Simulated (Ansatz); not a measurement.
Reaction (cleavage of the Si–B bond): `OB(S)[SiH2]Cl` + `F[Si](F)(S)Cl` → `F[Si](F)(Cl)S[SiH2]Cl` + `OBS`

Calculated with Ansatz (gas phase, PBE0-D4/def2-TZVP geometries, no zero-point term in ΔE). CCSD(T)/CBS is the MP2 limit (def2-TZVPP, def2-QZVPP) plus CCSD(T) − MP2 in def2-TZVPP, frozen cores. Each species was taken in one conformer, which may not be the lowest.

```tsv
species	CCSD(T)/CBS(def2) energy (Eh)
`OB(S)[SiH2]Cl`	-1249.12809
`F[Si](F)(S)Cl`	-1347.04322
`F[Si](F)(Cl)S[SiH2]Cl`	-2096.58179
`OBS`	-499.62211
```

(1) Work out ΔE.

Largest T1 diagnostic among the species: 0.013.

Results:

(1) ΔE = (-2096.58179) + (-499.62211) − (-1249.12809) − (-1347.04322) = -0.03259 Eh = -20.5 kcal/mol.

From PBE to PBE0 (25 % exact exchange), in def2-TZVPP and without D4, ΔE moves by −1.2 kcal/mol. The D4 term adds −1.7 kcal/mol with B3LYP and −1.0 kcal/mol with PBE0; it sums over pairs of atoms, weighted by their polarisabilities, and B3LYP, whose exchange is more repulsive, gets the larger term.

B3LYP here is the variant with VWN-RPA as its local correlation; programs differ in this.
